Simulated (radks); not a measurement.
Valence configurations of the chlorine ion Cl+ (all share [Ne]). Method: scalar-relativistic Kohn-Sham, LDA (Slater exchange, Perdew-Wang correlation), spin-polarised, spherical densities, finite nucleus; open shells are filled with parallel spins first; Fermi nuclear charge, rms radius 3.3654 fm; computed with a radial shooting solver on a logarithmic mesh with Libxc functionals. Energies are relative to 3s2 3p4; eigenvalues in eV for spin up.

| valence | E (eV) | moment (Bohr magnetons) | e(3p) | e(3s) |
|---|---|---|---|---|
| 3s2 3p4 | 0.000 | 2 | -20.293 | -32.911 |
| 3s1.5 3p4.5 | 6.230 | 2 | -20.611 | -33.294 |
| 3s1 3p5 | 12.468 | 2 | -20.928 | -33.674 |
| 3s0.5 3p5.5 | 19.590 | 1 | -20.791 | -33.532 |
| 3p6 | 26.207 | 0 | -20.582 | - |

NIST lists [Ne] 3s2 3p4 as the ground configuration; this level of theory agrees among the configurations tried. The energies are those of spherical high-spin densities, not of single terms.
